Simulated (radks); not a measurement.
Question: All-electron atom: Re IV in [Xe] 4f14 5d4. Method: Dirac Kohn-Sham, BLYP, spin-unpolarised, spherical densities, point nucleus; open shells fill j = l - 1/2 first; computed with a radial shooting solver on a logarithmic mesh with Libxc functionals.

Spin-orbit splittings of the eigenvalues, e(l+1/2) - e(l-1/2), with zeta = 2 splitting/(2l+1) and mean radii in bohr:

| shell | occ. | splitting (eV) | zeta (eV) | <r> j=l-1/2 | <r> j=l+1/2 |
|---|---|---|---|---|---|
| 2p | 6 | 1440 | 960.2 | 0.06246 | 0.07053 |
| 3p | 6 | 312.8 | 208.5 | 0.1870 | 0.2019 |
| 3d | 10 | ? | ? | 0.1765 | 0.1811 |
| 4p | 6 | 73.01 | 48.68 | 0.4450 | 0.4785 |
| 4d | 10 | 13.49 | 5.395 | 0.4934 | 0.5048 |
| 4f | 14 | 2.514 | 0.7184 | 0.5756 | 0.5843 |
| 5p | 6 | 11.15 | 7.433 | 1.131 | 1.228 |
| 5d | 4 | 1.090 | 0.4358 | 1.668 | 1.715 |

Estimate the 3d splitting.

Answer: 67.89 eV (zeta = 27.15 eV).
